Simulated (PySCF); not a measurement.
Species: C6H11Cl3.
Atom-mapped SMILES: `[CH3:1][C:2]([CH3:3])([CH3:4])[CH2:5][C:6]([Cl:7])([Cl:8])[Cl:9]` (hydrogens: H10, H11, H12 on C1; H13, H14, H15 on C3; H16, H17, H18 on C4; H19, H20 on C5)

A GFN2-xTB structure was refined with PySCF, PBE0-D3(BJ)/def2-SVP geometry optimisation, gas phase. Its GFN2-xTB values:

| coordinate | GFN2-xTB |
| --- | --- |
| C1–C2 | 1.535 Å |
| C1–H10 | 1.088 Å |
| C2–C5 | 1.550 Å |
| C5–C6 | 1.520 Å |
| C5–H19 | 1.093 Å |
| C6–Cl7 | 1.799 Å |
| C6–Cl8 | 1.770 Å |
| C1–C2–C3 | 108.2° |
| C1–C2–C5 | 106.1° |
| C2–C5–C6 | 120.4° |
| C4–C2–C5 | 113.1° |
| C5–C6–Cl7 | 107.8° |
| C5–C6–Cl8 | 114.6° |
| C5–C6–Cl9 | 112.6° |
| Cl7–C6–Cl8 | 106.8° |
| C1–C2–C5–C6 | -159° |

**Question.** How do these coordinates change at the PBE0-D3(BJ)/def2-SVP level?

**Answer.** 
| coordinate | PBE0-D3(BJ)/def2-SVP (Å or °) | change |
| --- | --- | --- |
| C1–H10 | 1.102 | +0.014 |
| C6–Cl8 | 1.782 | +0.012 |
| C5–H19 | 1.102 | +0.009 |
| C6–Cl7 | 1.792 | -0.007 |
| C5–C6 | 1.525 | +0.005 |
| C2–C5 | 1.551 | +0.001 |
| C1–C2 | 1.534 | -0.001 |
| C2–C5–C6 | 122.8 | +2.4 |
| C4–C2–C5 | 114.1 | +1.0 |
| C5–C6–Cl8 | 113.7 | -0.9 |
| Cl7–C6–Cl8 | 107.7 | +0.9 |
| C1–C2–C5 | 105.3 | -0.8 |
| C5–C6–Cl9 | 112.1 | -0.5 |
| C1–C2–C3 | 108.0 | -0.2 |
| C5–C6–Cl7 | 107.6 | -0.2 |
| C1–C2–C5–C6 | -160 | -1 |

The energy falls by 1.3 kcal/mol over 4 energy and gradient evaluations, the largest force component goes from 0.0097 to 4.1e-04 Eh/bohr, and the atoms move by 0.045 Å rms after alignment. Among the bonds, 9 bonds (C1–H10, C1–H11, C1–H12, C3–H13, C3–H14, C3–H15 and others) change most and about equally (+0.013 to +0.014 Å). Bonds longer at the end by more than 0.005 Å: 13 of 19; shorter: 1. Rotational constants go from 1340, 693.3, 671.1 to 1318, 683.7, 664.3 MHz.

The run used 193 basis functions and 29 SCF cycles in all. Time: 2.0 min. Hardware: one thread of an Arm Neoverse V1 (shared host).

Stationary, but not proved a minimum.

The values belong to the conformer `[CH3:1][C:2]([CH3:3])([CH3:4])[CH2:5][C:6]([Cl:7])([Cl:8])[Cl:9]`: C1–C2–C5–C6 -160°, C2–C5–C6–Cl7 -170°.
